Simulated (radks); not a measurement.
Neutral ytterbium inside a hard spherical wall (all orbitals vanish at R), configuration held at [Xe] 4f14 6s2 and not refilled when levels cross. All-electron calculation, scalar-relativistic Kohn-Sham, LDA (Slater exchange, Perdew-Wang correlation), spin-polarised, spherical densities, finite nucleus; Fermi nuclear charge, rms radius 5.3108 fm. Program: a radial shooting solver on a logarithmic mesh with Libxc functionals. Eigenvalues in eV for spin up, with the zero of energy where the potential of the charges vanishes at infinity; a dash marks a level that is unbound or too diffuse for the functional's potential to be trusted. A positive occupied level is held by the wall or, in an anion where self-interaction has pushed it up, behind a barrier. The pressure on the wall is -dE/dV.

| R (bohr) | E (hartree) | kinetic (hartree) | e(5s) | e(5p) | e(6s) | e(4f) | e(6p, empty) | e(5d, empty) | pressure (GPa) |
|---|---|---|---|---|---|---|---|---|---|
| free | -14049.5179 | 15302.830 | -55.086 | -27.591 | -4.079 | -3.250 | - | - | 0 |
| 15 | -14049.5179 | 15302.830 | -55.085 | -27.590 | -4.078 | -3.249 | -1.143 | -0.825 | < 0.0001 |
| 10 | -14049.5163 | 15302.846 | -54.968 | -27.475 | -3.984 | -3.135 | -0.847 | -0.678 | 0.0397 |
| 8 | -14049.5056 | 15302.919 | -54.549 | -27.061 | -3.601 | -2.724 | -0.039 | -0.226 | 0.442 |
| 7 | -14049.4852 | 15303.031 | -54.025 | -26.549 | -3.041 | -2.209 | 0.991 | 0.340 | 1.52 |
| 6 | -14049.4309 | 15303.281 | -53.085 | -25.640 | -1.821 | -1.273 | 3.066 | 1.402 | 5.57 |
| 5 | -14049.2792 | 15303.891 | -51.399 | -24.035 | 1.022 | 0.454 | 7.573 | 3.471 | 23.3 |
| 3.5 | -14048.1452 | 15308.195 | -44.781 | -17.727 | 17.557 | 7.816 | 30.824 | 12.706 | 355 |
| 3 | -14046.6792 | 15313.729 | -39.067 | -11.887 | 35.221 | 14.630 | 53.353 | 21.317 | 1150 |
| 2 | -14031.5007 | 15365.728 | -0.966 | 32.012 | 168.09 | 57.492 | 205.64 | 81.504 | 23100 |
| 1.5 | -13988.4857 | 15498.334 | 86.011 | 134.30 | 442.34 | 129.95 | 500.28 | 208.53 | 174000 |
